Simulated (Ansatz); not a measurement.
C4H9B (`B/C(C)=C/C`), relaxed with RKS PBE0-D4/def2-TZVP in Ansatz 0.2.0 from a PBE-D4/def2-SVP geometry. The force threshold is 0.005 eV/Å; the program also tests the step.

Charge 0, multiplicity 1.

Start:

```xyz
14

B     1.738   -1.123    0.583
C     0.410   -0.450    0.191
C    -0.916   -1.181    0.199
C     0.464    0.872   -0.178
C    -0.713    1.697   -0.592
H     1.781   -2.294    0.922
H     2.771   -0.473    0.553
H    -1.392   -1.184   -0.806
H    -0.802   -2.234    0.519
H    -1.650   -0.699    0.882
H     1.454    1.360   -0.168
H    -1.483    1.724    0.211
H    -1.226    1.246   -1.470
H    -0.437    2.738   -0.846
```

(1) How much energy does the relaxation release, and in how many steps? (An estimate is asked.)

(2) Which bonds change most? (Estimate.)

(3) Give the relaxed structure. (Estimate.)

Results:

(1) The calculation gave: 0.06 eV, in 4 steps.

(2) The calculation gave: C2–C4 from 1.373 to 1.351 Å; B1–H7 from 1.220 to 1.199 Å; B1–H6 from 1.221 to 1.200 Å; C5–H12 from 1.113 to 1.096 Å.

(3) Ansatz gave: 
```xyz
14

B     1.723   -1.110    0.577
C     0.404   -0.443    0.188
C    -0.913   -1.170    0.196
C     0.460    0.857   -0.175
C    -0.709    1.681   -0.587
H     1.769   -2.261    0.912
H     2.736   -0.470    0.548
H    -1.378   -1.175   -0.796
H    -0.792   -2.207    0.512
H    -1.632   -0.696    0.873
H     1.434    1.341   -0.166
H    -1.462    1.712    0.209
H    -1.208    1.238   -1.456
H    -0.430    2.704   -0.835
```
